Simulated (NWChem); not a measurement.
System: SnClF, singlet; SMILES [F][Sn][Cl]

Here is an NWChem input.

```
start job
memory heap 200 mb stack 900 mb global 1100 mb
geometry units angstroms
  Sn     0.159690     0.119343     0.458685
  F      0.961665     1.510529    -0.861038
  Cl    -1.050037    -1.209061    -1.074441
end
basis spherical
  * library def2-svp
end
ecp
  Sn library def2-ecp
end
dft
  xc pbe0
  iterations 150
end
driver
  maxiter 120
end
task dft optimize
dft
  grid fine
  convergence energy 1d-8 density 1d-7
end
task dft freq numerical
```

Low-valent species are run as closed-shell singlets; no triplet was tried in these runs. def2 effective core potentials on Sn; no spin-orbit coupling.

The level has its own optimisation; frequencies are unscaled.

Question: Predict the main results of this run. (PBE0/def2-SVP with def2 effective core potentials on Sn.) Quantities: r F–Sn (Å); r Cl–Sn (Å); highest harmonic frequency (cm⁻¹); lowest (cm⁻¹); zero-point energy (kcal/mol).

Answer: 
```yaml
r F–Sn (Å): 1.953
r Cl–Sn (Å): 2.386
highest harmonic frequency (cm⁻¹): 617
lowest (cm⁻¹): 157
zero-point energy (kcal/mol): 1.6
```
